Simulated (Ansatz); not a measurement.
K₁₇. Charge 0, multiplicity 2. Geometry PBE/def2-SVP.

```xyz
17

K     4.243   -3.004    3.339
K    -1.000   -0.440   -0.582
K    -5.143   -1.564   -2.136
K    -2.221    1.166   -4.587
K    -4.166    2.700   -0.750
K    -4.345   -0.950    2.328
K    -1.213   -3.253   -3.886
K     4.514    3.548   -2.234
K     2.113    0.088   -3.818
K    -0.138   -2.160    3.557
K    -0.958    2.424    2.799
K     1.912   -3.924   -0.412
K     0.118    3.880   -1.533
K     2.690    1.066    5.015
K     2.831    4.639    1.981
K    -2.509   -4.605    0.287
K     3.272    0.393    0.633
```

Single mean-field runs in def2-SVP, def2-TZVP are fitted with def2-universal-jkfit. At revPBE/def2-TZVP, r2SCAN/def2-TZVP, PBE0/def2-TZVP the charge 0 doublet is spin-contaminated (final ⟨S²⟩ up to 2.65, 0.75 for a pure state). The structure comes from a short search, and lower isomers may exist.

**Question.** Estimate the α-spin orbital energies around the gap (eV) in Ansatz with PBE/def2-SVP, PBE/def2-TZVP, revPBE/def2-TZVP, r2SCAN/def2-TZVP, PBE0/def2-TZVP.

**Answer.** 
```tsv
orbital	PBE/def2-SVP	PBE/def2-TZVP	revPBE/def2-TZVP	r2SCAN/def2-TZVP	PBE0/def2-TZVP
HOMO−5	-3.05	-3.02	-2.95	-3.03	-3.47
HOMO−4	-2.62	-2.59	-2.52	-2.60	-2.90
HOMO−3	-2.54	-2.50	-2.43	-2.51	-2.78
HOMO−2	-2.42	-2.39	-2.32	-2.39	-2.65
HOMO−1	-2.30	-2.28	-2.24	-2.37	-2.57
HOMO	-2.27	-2.24	-2.19	-2.30	-2.50
LUMO	-2.03	-2.00	-1.91	-1.77	-1.61
LUMO+1	-1.78	-1.75	-1.69	-1.63	-1.43
LUMO+2	-1.77	-1.75	-1.68	-1.60	-1.42
LUMO+3	-1.68	-1.66	-1.59	-1.56	-1.33
LUMO+4	-1.65	-1.63	-1.56	-1.53	-1.27
LUMO+5	-1.55	-1.53	-1.47	-1.47	-1.19
β HOMO	-2.25	-2.22	-2.18	-2.30	-2.49
β LUMO	-2.08	-2.04	-1.94	-1.82	-1.65
```
